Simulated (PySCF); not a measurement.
An unknown is described by computed data only.

Formula: C3H10S2Si.

| Item | Value |
| --- | --- |
| 1H NMR | chemical shifts (computed TMS as zero) by class: 5.25 (2 H), 2.67 (2 H), 2.01 (3 H), 1.27 (3 H) ppm [GIAO PBE0/pcSseg-1] |
| NMR, other nuclei | isotropic shieldings of nuclei other than C and H, by class: 361 (1 Si), 646 (1 S), 710 (1 S) ppm [GIAO PBE0/pcSseg-1] |
| Dipole | 0.97 D [B3LYP/def2-SVPD] |
| Rotational structure | rotational constants A, B, C: 2.602, 1.115, 1.059 GHz [GFN2-xTB] |
| 13C NMR | chemical shifts (computed TMS as zero) by class: 26.4 (1 C), 18.8 (1 C), 13.0 (1 C) ppm [GIAO PBE0/pcSseg-1] |
| Polarisability | 107.1 au [B3LYP/def2-SVPD] |

The electronic properties come from PySCF, for the isolated species, density fitting. Levels stand in brackets. Isolated species at its GFN2-xTB geometry (one conformer only). NMR values are class means; diastereotopic atoms form classes of their own.

Task: Propose a structure and show how it fits.

Result: Numbering: `[CH3:1][CH2:2][S:3][SiH2:4][S:5][CH3:6]`. Its formula, C3H10S2Si, gives 0 degrees of unsaturation, so no ring and no π bond. 3 carbons fall into 3 classes; from least to most shielded: sp3 carbon bound to sulfur [C2] (26.4 ppm), methyl carbon [C1] (18.8 ppm), S-methyl carbon [C6] (13.0 ppm). Hydrogen classes from least to most shielded: 2 H on an SiH2 silicon, Si4 (5.25 ppm), 2 H on an sp3 carbon bound to sulfur, C2 (2.67 ppm, a mean of values up to 0.6 ppm apart in this geometry), 3 H on an S-methyl carbon, C6 (2.01 ppm), 3 H on a methyl carbon, C1 (1.27 ppm). The other shieldings belong to: 361 ppm, SiH2 silicon [Si4]; 646 ppm, sulfur bonded to C and Si [S3]; 710 ppm, sulfur bonded to C and Si [S5]. The optimised geometry has point group C1 and is an asymmetric top. Structure: `S(CC)[SiH2]SC`. Computed isomers that give other values at the same levels: `CC[Si@@H](S)SC` (13C chemical shifts (computed TMS as zero) by class: 14.7 (1 C), 13.0 (1 C), 8.3 (1 C) ppm). The assignments are read from this structure; whether some other isomer fits the data as well wasn't checked.

The values belong to the conformer `[CH3:1][CH2:2][S:3][SiH2:4][S:5][CH3:6]`: C1–C2–S3–Si4 -78°, C2–S3–Si4–S5 -48°, S3–Si4–S5–C6 -56°.
